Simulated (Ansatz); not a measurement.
Geometry optimisation of the cluster Te2Pb3⁺.

```yaml
crystal:
  periodic: [false, false, false]
  atoms:
    - {symbol: Pb, position_ang: [-0.496350, 2.058230, -0.433340]}
    - {symbol: Pb, position_ang: [0.799740, -0.736150, 3.609940]}
    - {symbol: Pb, position_ang: [-0.708540, -1.686660, -1.148750]}
    - {symbol: Te, position_ang: [0.824320, -0.203430, 0.819290]}
    - {symbol: Te, position_ang: [-0.419170, 0.568000, -2.847140]}
basis:
  gaussian: {orbitals: def2-SVP}
total_charge: 1
magnetization: {spin_polarized: true, initial_magnetization: 1}
hamiltonian: {xc: pbe0, dispersion: d4}
scf: {lower_state_search: "off"}
output: {orbitals: {seedname: orbitals}}
relax: {f_tol: 0.02, max_steps: 100}
```

```sh
$ ansatz run in.yaml --threads 4 --pin off --events-out ev --progress --plain --max-ram 4787MiB
```

It prints (some lines left out):

```
Functional definition: PBE0
mean field -30330.85434259 eV, -1114.6383380987 hartree, gradient 2.0e-6 eV, S^2 0.755522; 0 other end points of the search recorded, 0 dependent functions left out
relax step   1: F+E_penalty+E_count = -30331.20967498 eV  Δ(F+E_penalty+E_count) = +0.000e0 eV  max|allowed force component| = 5.873e-1 eV/Å  Δτ_max = 0.0000 Å  (64 SCF iters, accepted)
mean field -30330.90942721 eV, -1114.6403624213 hartree, gradient 1.3e-6 eV, S^2 0.756131; 0 other end points of the search recorded, 0 dependent functions left out
relax step   2: F+E_penalty+E_count = -30331.25686901 eV  Δ(F+E_penalty+E_count) = -4.719e-2 eV  max|allowed force component| = 3.550e-1 eV/Å  Δτ_max = 0.1070 Å  (30 SCF iters, accepted)
mean field -30330.94469416 eV, -1114.6416584576 hartree, gradient 7.8e-6 eV, S^2 0.755919; 0 other end points of the search recorded, 0 dependent functions left out
relax step   3: F+E_penalty+E_count = -30331.29597461 eV  Δ(F+E_penalty+E_count) = -3.911e-2 eV  max|allowed force component| = 1.777e-1 eV/Å  Δτ_max = 0.1053 Å  (28 SCF iters, accepted)
mean field -30330.96083415 eV, -1114.6422515912 hartree, gradient 1.5e-6 eV, S^2 0.755690; 0 other end points of the search recorded, 0 dependent functions left out
relax step   4: F+E_penalty+E_count = -30331.31989685 eV  Δ(F+E_penalty+E_count) = -2.392e-2 eV  max|allowed force component| = 9.271e-2 eV/Å  Δτ_max = 0.2000 Å  (31 SCF iters, accepted)
mean field -30330.96500671 eV, -1114.6424049301 hartree, gradient 8.5e-6 eV, S^2 0.756026; 0 other end points of the search recorded, 0 dependent functions left out
relax step   5: F+E_penalty+E_count = -30331.32690650 eV  Δ(F+E_penalty+E_count) = -7.010e-3 eV  max|allowed force component| = 7.924e-2 eV/Å  Δτ_max = 0.1114 Å  (25 SCF iters, accepted)
mean field -30330.96446340 eV, -1114.6423849640 hartree, gradient 9.8e-6 eV, S^2 0.756434; 0 other end points of the search recorded, 0 dependent functions left out
relax step   6: F+E_penalty+E_count = -30331.32914416 eV  Δ(F+E_penalty+E_count) = -2.238e-3 eV  max|allowed force component| = 8.853e-2 eV/Å  Δτ_max = 0.1208 Å  (24 SCF iters, accepted)
mean field -30330.96525909 eV, -1114.6424142050 hartree, gradient 5.1e-6 eV, S^2 0.756390; 0 other end points of the search recorded, 0 dependent functions left out
relax step   7: F+E_penalty+E_count = -30331.32950994 eV  Δ(F+E_penalty+E_count) = -3.658e-4 eV  max|allowed force component| = 3.055e-2 eV/Å  Δτ_max = 0.0164 Å  (30 SCF iters, accepted)
mean field -30330.96383533 eV, -1114.6423618827 hartree, gradient 4.8e-6 eV, S^2 0.756588; 0 other end points of the search recorded, 0 dependent functions left out
relax step   8: F+E_penalty+E_count = -30331.32931785 eV  Δ(F+E_penalty+E_count) = +1.921e-4 eV  max|allowed force component| = 4.939e-2 eV/Å  Δτ_max = 0.0304 Å  (28 SCF iters, rejected (line search))
mean field -30330.96491170 eV, -1114.6424014385 hartree, gradient 4.7e-6 eV, S^2 0.756488; 0 other end points of the search recorded, 0 dependent functions left out
relax step   9: F+E_penalty+E_count = -30331.32966799 eV  Δ(F+E_penalty+E_count) = -1.581e-4 eV  max|allowed force component| = 4.304e-3 eV/Å  Δτ_max = 0.0148 Å  (28 SCF iters, accepted)
Total energy: -30331.32969820 eV, -1114.6558070951 hartree
Atom 0 at    -0.327386     2.056659    -0.335472 Å, force     0.000421    -0.004304    -0.000597 eV/Å
Atom 1 at     0.343453    -0.671205     3.407961 Å, force    -0.001586     0.000184    -0.000491 eV/Å
Atom 2 at    -0.542751    -1.740147    -1.061575 Å, force     0.000914     0.004163     0.001029 eV/Å
Atom 3 at     1.333089    -0.210413     0.704843 Å, force     0.000245     0.000489    -0.002703 eV/Å
Atom 4 at    -0.806406     0.565095    -2.715757 Å, force     0.000006    -0.000532     0.002763 eV/Å
Dipole moment:    -0.225186    -0.127772     0.734908 e Å
Checks for a lower state left out: stability, starts, cluster_reference, orbital_swaps, neighbouring_geometries, increment
```

It took 3 min on 4 threads of AMD EPYC on a shared host, peak host memory 0.85 GiB.

In the def2 sets Pb, Te take a core potential; there is no spin–orbit coupling. Another isomer (doublet) lies 1.24 eV lower at PBE0-D4/def2-TZVP; other spin states weren't run for this one.
